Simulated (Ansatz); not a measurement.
Frontier orbitals of `F[CH](F)[InH2]`.

```csv
atom,x (Å),y (Å),z (Å)
F1,-1.5818,-0.6767,0.8324
C2,-0.4954,-0.8438,0.0124
F3,-0.9786,-1.0637,-1.2520
In4,0.7300,1.0014,0.0258
H5,-0.0047,-1.7716,0.3265
H6,2.3745,0.9036,0.5309
H7,-0.0441,2.4508,-0.4760
```

Charge 0, multiplicity 1. Correlated methods include outer-core shells of In, which these sets cover unevenly. In takes the def2 core potential. The structure was optimised at the PBE0-D4/def2-TZVP level. Basis def2-TZVPP, Ansatz.

Orbital energies of one run (eV). Highest occupied ones, from the top: -6.35, -7.64, -9.57, -9.78, -10.29, -10.57, -12.74, -13.51, -13.54, -17.37, -19.51, -19.58, -19.60, -19.62. Empty: -2.54, -0.61, 0.73, 1.35, 2.16, 2.22.

Question: Which functional gave them?
A. PBE0
B. r2SCAN
C. ωB97X-V
D. HSE06 (plane-wave form)

Answer: B. HOMO energies: r2SCAN -6.35, PBE0 -7.43, ωB97X-V -9.76, HSE06 -7.03 eV.
